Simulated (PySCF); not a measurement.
C4H12O3Si, triplet, at the geometry of the source list (a higher spin typed on purpose: for a closed-shell molecule this is an excited state) (in this run its highest filled SCF level lies above zero, so its values depend strongly on the basis, on diffuse functions most of all). Base run: B3LYP/STO-3G in PySCF.

Here is a job for PySCF.
```python
from pyscf import gto, scf, dft

mol = gto.M(
    atom='''
C    -2.360200   -1.278800   -0.522300
O    -1.501300   -0.181200   -0.658100
Si   -0.000200   -0.001600   -0.066000
C     0.005000    0.045400    1.844200
O     0.605100    1.364200   -0.701900
C     0.081800    2.660800   -0.626000
O     0.890800   -1.232200   -0.638700
C     2.273800   -1.423400   -0.531300
H    -1.894100   -2.179900   -0.924500
H    -2.610300   -1.446800    0.528100
H    -3.271900   -1.055000   -1.079200
H    -0.661200    0.813500    2.227400
H     0.996500    0.253800    2.236700
H    -0.317100   -0.901500    2.268700
H    -0.924500    2.691300   -1.047100
H     0.741100    3.316500   -1.197700
H     0.043300    3.002400    0.411300
H     2.810600   -0.584000   -0.976500
H     2.521800   -2.343800   -1.063100
H     2.570900   -1.519800    0.515900
''',
    basis='sto-3g',
    charge=0,
    spin=2,
    verbose=4,
)

mf = dft.UKS(mol)
mf.xc = 'b3lyp'
mf.kernel()
mf.analyze()
```

Each row names what was changed in the base input (with any setting that the change needs).

```tsv
change	ΔE vs base (µEh)	grid points	electrons on the grid	outcome
base	0.0	235600	74.00003	converged
grids.radi_method = mura_knowles	-0.8	224928	74.00003	converged
grids.level = 7	6.5	1295112	74.00000	converged
grids.atom_grid = (150, 974)	6.5	1617960	74.00000	converged
grids.atom_grid = (30, 110)	130	49264	74.00034	converged
grids.radi_method = delley	-0.3	253432	74.00003	converged
grids.radi_method = gauss_chebyshev	-0.4	230368	74.00003	converged
grids.prune = dft.gen_grid.treutler_prune	-	-	-	not converged
small_rho_cutoff = 0	0.0	235600	74.00003	converged
grids.atom_grid = (75, 302)	-1.9	290640	74.00007	converged
grids.becke_scheme = stratmann	2.2	235600	74.00004	converged
```

Open shells are given as the SCF converged; they aren't shown to be the lowest states, and a large step between rows can be another state.
